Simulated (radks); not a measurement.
Values are calculated unless marked as measured or tabulated.
Charge is removed step by step from the 2s level of O3+, starting from [He] 2s2 2p1. Code: a radial shooting solver on a logarithmic mesh with Libxc functionals. Model: scalar-relativistic Kohn-Sham, SCAN, spin-unpolarised, spherical densities, finite nucleus; meta-GGA in the generalised Kohn-Sham scheme; Fermi nuclear charge, rms radius 2.6991 fm.

| removed (e) | E - E(0) (eV) | eigenvalue (eV) | E minus straight line (eV) |
|---|---|---|---|
| 0 | 0.000 | -80.565 | 0.000 |
| 0.25 | 20.809 | -85.939 | -2.031 |
| 0.5 | 42.962 | -91.371 | -2.718 |
| 0.75 | 66.470 | -96.841 | -2.050 |
| 1 | 91.360 | -102.29 | 0.000 |

Removing the whole electron costs 91.360 eV by Delta-SCF, against 80.565 eV from minus the eigenvalue at the starting occupation. Slater's transition state (half an electron removed) gives 91.371 eV. Integrating minus the eigenvalue over the occupation (Janak's theorem) gives 91.393 eV. In this scalar-relativistic scheme the density is built from large components alone, so the theorem holds only approximately. The mean slope of the eigenvalue, de/dn, is 21.7 eV per electron.
